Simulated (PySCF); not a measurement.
Computed shifts of a molecule C₂H₁₂N₂Si₂, PBE/pcSseg-1 (PySCF), GIAO, gas phase, atoms alike by connectivity averaged where their shifts nearly agree, in ppm (number of nuclei): ¹³C: 36.0 (1), -0.8 (1). ¹⁵N: 36.1 (1), 22.2 (1). ²⁹Si: -12.5 (1), -52.2 (1). ¹H: 5.62 (1), 5.13 (3), 2.93 (3), 1.05 (1), 0.90 (1), 0.41 (3). References: ¹³C against TMS (σ = 182.0 ppm); ¹⁵N against NH3 (σ = 267.0 ppm); ²⁹Si against TMS (σ = 335.4 ppm); ¹H against TMS (σ = 31.49 ppm), references at their B3LYP-D3(BJ)/def2-TZVP geometries, non-relativistic. Coordinates come from a ωB97X-D3(BJ)/def2-SVP optimisation. Other conformers were not sampled.

Question: Identify the compound among the candidates.
A. CN([SiH3])[Si@@H](C)N
B. CN[Si@@H](N)C[SiH3]
C. C[Si@H](CN)N[SiH3]
D. CN(C)[SiH2]N[SiH3]

Answer: A, CN([SiH3])[Si@@H](C)N
